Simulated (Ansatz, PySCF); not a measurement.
Complex: CH3F (SMILES CF) (first 5 atoms) with H2Se (SMILES [SeH2]); geometry from B3LYP-D3(BJ)/def2-TZVP.
(charge 0, multiplicity 1):
| atom | x (Å) | y (Å) | z (Å) |
|---|---|---|---|
| C | -0.2437 | -0.0948 | -0.4001 |
| F | 0.2533 | -1.2218 | 0.2529 |
| H | 0.4933 | 0.2345 | -1.1332 |
| H | -1.1765 | -0.3645 | -0.8961 |
| H | -0.4196 | 0.6841 | 0.3418 |
| Se | -0.2646 | -0.3909 | 3.3788 |
| H | 0.2995 | 0.2842 | 4.5582 |
| H | 1.0712 | -0.6645 | 2.8352 |

Basis-set superposition error: the interaction energy with monomers in their own basis, and in the dimer's basis (counterpoise).

The values were computed with Ansatz (a first-principles code) with Gaussian orbitals; PySCF for 6-31G* rows. Each number belongs to the level named beside it.

```csv
level,uncorrected (kJ/mol),counterpoise (kJ/mol),difference
HF/6-31G*,-5.6,-0.8,4.8
HF/aug-cc-pVDZ,-2.0,-1.0,1.0
HF/aug-cc-pVQZ,-0.7,-0.6,0.1
BLYP/def2-TZVPPD,-0.5,-0.2,0.3
BHLYP/def2-TZVPPD,-4.4,-4.1,0.3
CAM-B3LYP/def2-TZVPPD,-5.1,-4.8,0.3
SCS-MP2/aug-cc-pVDZ,-8.2,-5.1,3.1
SCS-MP2/aug-cc-pVQZ,-7.0,-6.2,0.8
CCSD/aug-cc-pVDZ,-8.5,-5.6,3.0
CCSD(T)/aug-cc-pVDZ,-9.6,-6.4,3.2
```

The error is largest for HF/6-31G* (4.8 kJ/mol) and smallest for HF/aug-cc-pVQZ (0.1 kJ/mol).
